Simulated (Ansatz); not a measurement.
AsH$_{6}$In (`[AsH3+][InH3-]`). The species carries charge 0 and has multiplicity 1. In takes the def2 core potential.

```xyz
8

As    0.491   -0.180    1.098
In   -0.682    0.249   -1.525
H     1.227   -1.460    1.414
H    -0.370   -0.175    2.339
H     1.552    0.754    1.631
H    -0.191   -1.285   -2.154
H     0.268    1.652   -1.875
H    -2.294    0.445   -0.928
```

Problem. What are the harmonic wavenumbers in cm⁻¹ at PBE0-D4/def2-TZVP (Ansatz, finite differences of forces, unscaled)? (An estimate is asked.)

Solution. The calculation gave: 76i, 107, 194, 194, 364, 364, 601, 601, 601, 900, 1012, 1012, 1788, 1788, 1803, 2268, 2287, 2287.

Problem. Is this a minimum?

Solution. No: 1 imaginary mode, so it is a saddle point.
